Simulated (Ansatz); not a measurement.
A search over several starts for the lowest SCF solution of GeO₂H₄⁻, that is Ge(OH)2H2 with one electron more at the given spin, in a small basis.

```yaml
crystal:
  periodic: [false, false, false]
  atoms:
    - {symbol: Ge, position_ang: [-0.289546, 0.180848, -0.358228]}
    - {symbol: O, position_ang: [-0.452303, 0.462936, 1.391887]}
    - {symbol: H, position_ang: [-0.753581, -0.320086, 1.863025]}
    - {symbol: O, position_ang: [1.427925, 0.038647, -0.781998]}
    - {symbol: H, position_ang: [1.863904, -0.686519, -0.322008]}
    - {symbol: H, position_ang: [-0.749767, 1.438885, -1.083276]}
    - {symbol: H, position_ang: [-1.046631, -1.114721, -0.709411]}
basis:
  gaussian: {orbitals: def2-SVP}
total_charge: -1
magnetization: {spin_polarized: true, initial_magnetization: 1}
hamiltonian: {xc: pbe0, dispersion: d4}
output: {orbitals: {seedname: orbitals}}
```

```sh
$ ansatz run in.yaml --threads 4 --pin off --events-out ev --progress --plain --max-ram 3916MiB
```

It prints (some lines left out):

```
Functional definition: PBE0
780 factors; integrals over basis functions are off by at most 1.2e-3 eV
mean field evaluation 1: about -60651.9245 eV, gradient 2.3e1 eV
mean field evaluation 2: about -60649.7313 eV, gradient 3.5e1 eV
mean field evaluation 4: about -60653.6304 eV, gradient 1.4e0 eV
mean field evaluation 8: about -60653.7594 eV, gradient 1.2e-1 eV
mean field evaluation 16: about -60653.7608 eV, gradient 1.7e-2 eV
mean field evaluation 32: about -60653.7608 eV, gradient 3.7e-5 eV
mean field -60653.76082701 eV, -2228.9845977968 hartree, gradient 1.6e-5 eV, S^2 0.752177; 5 other end points of the search recorded, 0 dependent functions left out
reference -60653.76085470 eV, -2228.9845988145 hartree; 27, 26 occupied and 53, 54 virtual orbitals, 780 factors
Total energy: -60653.86341150 eV, -2228.9883677074 hartree
```

Hardware: 4 threads of Arm Neoverse V1 on a shared host. Wall time 3.5 s.

The highest occupied level of the charge -1 doublet lies above zero (up to 4.57 eV). By energy differences it is unbound by 0.83 eV (vertical, against the charge 0 singlet, at PBE0-D4/def2-TZVPD) and held by the finite basis.
